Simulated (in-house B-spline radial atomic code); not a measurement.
Results of a calculation; reference values are marked as such.
# C6 from the polarisability at imaginary frequency: Ba

B97-1 linear response of the closed shell [Xe] 6s2, from a B-spline radial code for spherical atoms; scalar-relativistic (spin-free one-electron X2C), finite nucleus, no spin-orbit coupling; shells from n = 4 respond.

The dispersion coefficient of two like species is C6 = (3/π) ∫ α(iu)² du from 0 to ∞.

| u (hartree) | α(iu) (bohr³) |
| --- | --- |
| 0 | 267.5 |
| 0.03 | 241.8 |
| 0.07 | 171 |
| 0.12 | 103.7 |
| 0.2 | 54.13 |
| 0.3 | 31.25 |
| 0.45 | 18.55 |
| 0.7 | 10.78 |
| 1 | 6.842 |
| 1.5 | 3.922 |
| 2.5 | 1.868 |
| 5 | 0.6559 |

Task: Fit one oscillator, α(iu) = α(0)/(1 + u²/ω²), through u = 0.2 and estimate C6.

Result: From α(0)/α(iu) − 1 = 267.5/54.13 − 1 = 3.9418, ω = u/√3.9418 = 0.1007 hartree (2.7 eV). London's formula gives C6 = (3/4) α(0)² ω = 0.75 × 267.5² × 0.1007 = 5406 hartree·bohr⁶, and the oscillator holds f = α(0) ω² = 2.71 electrons, of a sum of oscillator strengths of 30.1.

Task: How does that compare with the full integral?

Result: The program's quadrature over all excitations gives C6 = 5229, so the single oscillator is off by +3.4 %. At the last point the fit gives α = 0.109 against 0.656: higher excitations, and deeper shells where there are any, keep the true curve higher at large u.
